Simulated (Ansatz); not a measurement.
Ideal-gas functions of `[F][SnH]([Cl])[Br]` at 500 K and 1 bar, from an Ansatz frequency run at PBE0-D4/def2-TZVP.

Molar mass 254.07 g/mol, point group C1 (symmetry number 1), electronic degeneracy 1, moments of inertia 182.53, 469.927, 582.387 u Å². Harmonic wavenumbers (cm⁻¹, unscaled): 93, 135, 151, 275, 392, 544, 549, 643, 2003.

Use S(trans) = R[1.5 ln M + 2.5 ln T − 1.1517]; rotational temperatures θ = 24.2544 K / I; S(rot) = R[ln(√π/σ · √(T³/θAθBθC)) + 1.5]; for each mode x = 1.438777 ν̃/T, S = R[x/(eˣ − 1) − ln(1 − e⁻ˣ)] and H = RT x/(eˣ − 1); 1 cm⁻¹ = 0.0119627 kJ/mol; R = 8.31446 J/(mol·K).

Task: By hand: the entropy, in J/(mol·K).

Result: Translation 188.7. Rotation: θ = 0.1329, 0.0516, 0.0416 K, giving 128.7. Vibration, mode by mode: 19.30, 16.23, 15.31, 10.47, 7.74, 5.39, 5.33, 4.29, 0.18, in all 84.2. Electronic 0.0. Sum 401.6 J/(mol·K).

Task: By hand: H − E and G − E in kJ/mol, counted from the electronic energy.

Result: Zero-point energy ½ × 4785 × 0.0119627 = 28.6; thermal vibration 20.3; translation, rotation and pV give 4 RT = 16.6. H − E = 65.5 kJ/mol, and G − E = 65.5 − 500 × 401.6/1000 = -135.3 kJ/mol.

Vibration gives 21 % of the entropy, 35.5 J/(mol·K) of it from the modes under 150 cm⁻¹: soft modes count most, and the harmonic formula is weakest for them. The sum counts one conformer and one mirror image; others add a mixing term.
